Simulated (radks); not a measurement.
Problem. All-electron atom: the barium ion Ba51+ in [He] 2s2 2p1. Calculated with a radial shooting solver on a logarithmic mesh with Libxc functionals: non-relativistic Kohn-Sham, LDA (Slater exchange, Perdew-Wang correlation), spin-unpolarised, spherical densities, point nucleus; relativity is left out, which matters for an element this heavy. Some entries of the table are withheld. Estimate them.

| orbital | occ. | eigenvalue (eV) | r(max) (bohr) | <1/r> (bohr^-1) |
|---|---|---|---|---|
| 1s | 2 | -40372.29 | 0.01796 | (1) |
| 2s | 2 | (2) | (3) | 13.49 |
| 2p | 1 | -9389.308 | (4) | 13.45 |

Solution. 
(1) 1s <1/r> (bohr^-1): 55.56
(2) 2s eigenvalue (eV): -9533.135
(3) 2s r(max) (bohr): 0.09606
(4) 2p r(max) (bohr): 0.07427
